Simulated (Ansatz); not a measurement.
CH6AlNO can be A, `OC[NH][AlH2]`, or B, `C[O][AlH][NH2]`.

Gas-phase electronic energies from Ansatz, PBE0-D4/def2-TZVP geometries. CCSD(T)/CBS adds triple-zeta CCSD(T) − MP2 to the extrapolated MP2 energy (def2 sets, frozen cores). This one scheme is used for every species. DFT in def2-TZVPP. B3LYP here is the variant with VWN-RPA as its local correlation; programs differ in this. Each species was taken in one conformer, which may not be the lowest.

Which isomer does CCSD(T)/CBS put lower? Give the gap. (An estimate is asked.)

Computed: B, by 41.8 kcal/mol.

Give E(B) − E(A) in kcal/mol with CCSD(T)/def2-TZVPP, B3LYP, B2PLYP, r2SCAN-D4, MP2/def2-TZVPP, PBE0-D4, CCSD(T)/def2-SVP. (Estimate.)

Computed: CCSD(T)/def2-TZVPP -41.0, B3LYP -42.3, B2PLYP -42.6, r2SCAN-D4 -41.9, MP2/def2-TZVPP -42.5, PBE0-D4 -39.4, CCSD(T)/def2-SVP -37.6. None reverses the order clearly.

Largest T1 diagnostic: 0.012.

In def2-TZVPP, CCSD(T) changes the Hartree–Fock value by +2.5 kcal/mol (the triples alone add +0.6 kcal/mol) and MP2 by +1.0 kcal/mol. At CCSD(T), def2-SVP lies +4.2 kcal/mol from the extrapolated value and def2-TZVPP +0.8 kcal/mol.
